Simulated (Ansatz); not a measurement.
Basis-set extrapolation for `FC(F)(F)OBCl` (PBE0-D4/def2-TZVP geometry, frozen core, Ansatz 0.2.0). Multiplicity 1, RHF reference.

|  | def2-TZVPP | def2-QZVPP |
| --- | --- | --- |
| HF | -896.127073 | -896.158718 |
| MP2 correlation | -1.406432 | -1.533823 |
| CCSD(T) correlation | -1.480785 | not run |

Energies in hartree. Use E(X) = E(∞) + A·exp(−7.88·√X) for Hartree–Fock and E(X) = E(∞) + B·X^(−2.97) for correlation, with X = 3 and 4, and add CCSD(T) minus MP2 of the smaller set to the MP2 limit.

What is the CCSD(T) energy at the basis-set limit?

HF limit: -896.158718 + (-0.031645) × 0.13774 = -896.16308. MP2 limit: -1.533823 + (-0.127391) × 0.74074 = -1.62819. Higher-order term: -1.480785 − (-1.406432) = -0.07435. Total: -897.86562 hartree, 676.8 kJ/mol below CCSD(T)/def2-TZVPP.
